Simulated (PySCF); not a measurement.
Ionisation energy of Mo by level of theory

Mo [Kr] 4d5 5s1 (7S) → Mo⁺ [Kr] 4d5 (6S), as a difference of total energies. All numbers are calculated (PySCF 2.14, the spin-free X2C one-electron Hamiltonian (Gaussian nucleus), in x2c-SVPall (6s5p5d1f, 53 functions)). Correlated levels: valence: [Kr] frozen. The calculations carry no spin-orbit coupling.

```csv
method,ionisation energy (eV)
UHF,6.268
PBE0,7.192
M06-L,6.849
MP2 (valence),6.629
SCS-MP2 (valence),6.389
```

**Question.** How much does correlation contribute at MP2 (valence)?

**Answer.** 6.629 − (6.268) = 0.361 eV, measured against UHF.

Errors of the correlated levels include the incompleteness of this basis and the frozen core.

For comparison: 7.092 eV (measured; NIST Atomic Spectra Database, ionization energies).
